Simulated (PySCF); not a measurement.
# Structure from NMR data

An unknown has the formula C$_{4}$H$_{9}$N$_{3}$Si. Its calculated NMR data are:

¹H NMR (300 MHz, computed): δ 7.74 (s, 1H), 4.62 (s, 3H), 4.56 (q, 2H), 1.48 (t, 3H).

¹³C{¹H} NMR (computed): δ 140.3 (C), 136.2 (CH), 46.0 (CH2), 20.8 (CH3).

- GIAO PBE0/pcSseg-1 shieldings
- structure optimised with GFN2-xTB
- code: PySCF 2.14
- in vacuum, non-relativistic, fast rotation and ring inversion assumed for equivalent nuclei, a single conformation

References, each an isolated molecule treated in the same way: TMS for ¹H and ¹³C.

Q: Deduce the structure.

A: 
Rings plus π bonds: 3 (1 ring in the answer). 4 carbon signals for 4 carbons: no two carbons are equivalent. Carbon types of the structure: 1 × C, 1 × CH, 1 × CH2, 1 × CH3, leaving 3 H on heteroatoms. δC 140.3: substituted aromatic carbon next to a ring nitrogen. δC 136.2: aromatic CH next to a ring nitrogen. δC 46.0: sp3 CH2 bonded to N; deshielded by the electronegative neighbour. δC 20.8: methyl carbon; a saturated carbon with 1 carbon neighbour and no heteroatom attached. δH 7.74: hydrogen on an aromatic CH next to a ring nitrogen; ring-current deshielding. δH 4.56: hydrogen on an sp3 CH2 bonded to N; its carbon carries N, hence the downfield position. δH 1.48: hydrogen on a methyl carbon.

The compound is SMILES CCn1cc([SiH3])nn1.

This is the structure that produced the data.

Shifts are as computed. Against solution values, carbons near 30 ppm lie about +3 ppm off and those near 130 ppm about +5 ppm. Of 1211 compounds with measured shifts, 218 miss one by over three times the rms of a fit or turn the order of signals round; such compounds aren't used in these exercises. Multiplicities follow the n + 1 count of equivalent neighbours, as no J values were calculated; m marks all less simple cases, F and P coupling included.
